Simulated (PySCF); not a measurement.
# $^{15}$N chemical shifts

- GFN2-xTB geometry
- shielding tensors at PBE0/pcSseg-1 (GIAO)
- program: PySCF 2.14
- in vacuum, single conformer, fast rotation and ring inversion assumed for equivalent nuclei, non-relativistic Hamiltonian

Shieldings were converted by a linear fit to measured shifts: $^{15}$N (scatter 6.3 ppm rms vs CH3NO2, solution or neat liquid). A few per cent of atoms miss by over 2 rms, more outside the fitted compound classes.

Problem. Give the $^{15}$N shifts of `Clc1ccnnn1`, `Cc1cc(S[SiH3])cnn1`, `C=N[SiH]1SCCS1`, `Cc1cnnnc1Cl`.

Solution. 
| compound | environment | δ (ppm) |
| --- | --- | --- |
| [Cl:1][c:2]1[cH:3][cH:4][n:5][n:6][n:7]1 | N6: pyridine-type ring nitrogen | 105.9 |
| [Cl:1][c:2]1[cH:3][cH:4][n:5][n:6][n:7]1 | N7: pyridine-type ring nitrogen | 5.6 |
| [Cl:1][c:2]1[cH:3][cH:4][n:5][n:6][n:7]1 | N5: pyridine-type ring nitrogen | 4.1 |
| [CH3:1][c:2]1[cH:3][c:4]([S:5][SiH3:6])[cH:7][n:8][n:9]1 | N8: pyridine-type ring nitrogen | 31.3 |
| [CH3:1][c:2]1[cH:3][c:4]([S:5][SiH3:6])[cH:7][n:8][n:9]1 | N9: pyridine-type ring nitrogen | 8.4 |
| C=N[SiH]1SCCS1 | imine nitrogen | -3.1 |
| [CH3:1][c:2]1[cH:3][n:4][n:5][n:6][c:7]1[Cl:8] | N5: pyridine-type ring nitrogen | 90.5 |
| [CH3:1][c:2]1[cH:3][n:4][n:5][n:6][c:7]1[Cl:8] | N4: pyridine-type ring nitrogen | 3.8 |
| [CH3:1][c:2]1[cH:3][n:4][n:5][n:6][c:7]1[Cl:8] | N6: pyridine-type ring nitrogen | -0.9 |

Problem. Order these by $^{15}$N shift, lowest first.
A. CC/C(C#N)=C/F
B. C=N[SiH]1SCCS1
C. Oc1ocnc1Cl

Solution. C (-112.2 ppm, pyridine-type nitrogen of an azole), A (-89.4 ppm, nitrile nitrogen), B (-3.1 ppm, imine nitrogen).
